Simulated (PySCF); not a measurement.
C4H8OSi, SMILES CC1=C[C@H]([SiH3])O1.

Coordinates come from a B3LYP-D3(BJ)/def2-SVP optimisation. The structure was generated by enumeration; whether it is a known compound was not checked.

Calculation: SMD-M06-2X/def2-SVP in PySCF.

Solvation free energies are E(SMD) − E(gas) at the gas-phase geometry, for 1 M in both phases. In vacuum the dipole moment is 1.29 D.

```json
[
 {"solvent": "water", "ΔG(solv) (kcal/mol)": "-1.0", "its non-electrostatic (CDS) part": "3.9", "dipole (D)": "1.75"},
 {"solvent": "cyclohexanone", "ΔG(solv) (kcal/mol)": "…", "its non-electrostatic (CDS) part": "…", "dipole (D)": "…"},
 {"solvent": "chlorobenzene", "ΔG(solv) (kcal/mol)": "-4.3", "its non-electrostatic (CDS) part": "-1.8", "dipole (D)": "1.50"}
]
```

Some entries are withheld; supply them. (The exact figures need the calculation; the answer reports its results.)


- cyclohexanone, ΔG(solv) (kcal/mol): -3.7
- cyclohexanone, its non-electrostatic (CDS) part: -0.7
- cyclohexanone, dipole (D): 1.54
